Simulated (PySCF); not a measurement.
## Interval between two levels of Cu³⁺ by level of theory

Cu³⁺ [Ar] 3d8 [3F4, M_J = 4] → Cu³⁺ [Ar] 3d7 4p1 [5G6, M_J = 6], as a difference of total energies. Computed with PySCF 2.14 in x2c-TZVPall-2c with one added diffuse shell each of s, p, d type (7s8p5d1f, 63 functions), with the two-component X2C-1e Hamiltonian. Correlated levels: [Ne] frozen; the 6 highest virtual spinors dropped. "Screened" scales the spin-orbit matrix elements by Boettger's factors to mimic the two-electron term; Breit and QED terms are absent.

```tsv
method	interval between two levels (cm⁻¹)
GHF (spin-free)	179940
GMP2 (spin-free)	192500
GHF (screened spin-orbit)	180410
GMP2 (screened spin-orbit)	193010
```

The labels give the starting determinants; with spin-orbit coupling the two ends relaxed to ⟨J²⟩ = 20.00, ⟨L²⟩ = 12.01, ⟨S²⟩ = 2.00 and ⟨J²⟩ = 42.00, ⟨L²⟩ = 20.05, ⟨S²⟩ = 5.99.
